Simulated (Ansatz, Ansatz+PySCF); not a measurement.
```xyz
5

C    -0.0087   -0.0201   -1.8167
I     0.0215    0.0519    0.3302
H    -0.0259   -1.0513   -2.1865
H    -0.8666    0.5199   -2.1519
H     0.9014    0.5286   -2.1499
```

Basis set: def2-SVP (spherical functions, with the set's core potentials past Kr). Correlated methods keep 5 orbitals frozen. Charge 0, multiplicity 1.

Computed with Ansatz (development build ahead of 0.2.0); each method stands on the lowest determinant of its kind that the runs found. Restricted open shells among the atoms or ions are ROHF, correlated in semicanonical orbitals with singles.

The atomization energy at this shape (free ground-state atoms in the same class of orbitals less the molecule, no zero-point energy) of singlet CH3I:

```csv
method,atomization energy
RHF-MP2,15.26 eV
```

(1) What does RHF give?

Answers

(1) 12.14 eV.
